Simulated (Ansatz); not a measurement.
C₈H₁₁NSi (`C=CN([SiH3])c1ccccc1`). Charge 0, multiplicity 1.

```csv
atom,x (Å),y (Å),z (Å)
C1,-1.070,-1.552,-1.985
C2,-1.276,-0.246,-1.825
N3,-0.805,0.572,-0.802
Si4,-1.476,2.159,-0.547
C5,0.133,0.069,0.134
C6,-0.151,0.102,1.494
C7,0.792,-0.326,2.418
C8,2.017,-0.809,1.989
C9,2.298,-0.853,0.629
C10,1.368,-0.413,-0.294
H11,-1.499,-2.051,-2.842
H12,-0.486,-2.142,-1.291
H13,-1.882,0.292,-2.549
H14,-2.588,2.180,0.444
H15,-2.012,2.607,-1.857
H16,-0.396,3.050,-0.061
H17,-1.121,0.456,1.828
H18,0.560,-0.290,3.476
H19,2.752,-1.150,2.709
H20,3.258,-1.223,0.286
H21,1.587,-0.433,-1.355
```

Problem. Give the diagnostics of a CCSD(T)/def2-TZVPP run (frozen core, Ansatz 0.2.0). (Best estimate.)

Solution. Computed: T1 = 0.0115, largest single amplitude 0.011, largest double 0.043, (T) share of the correlation energy 4.8 %, 10 CCSD cycles. The RHF solution is unstable towards an unrestricted one. T1 lies under the customary mark of 0.02 for closed shells.
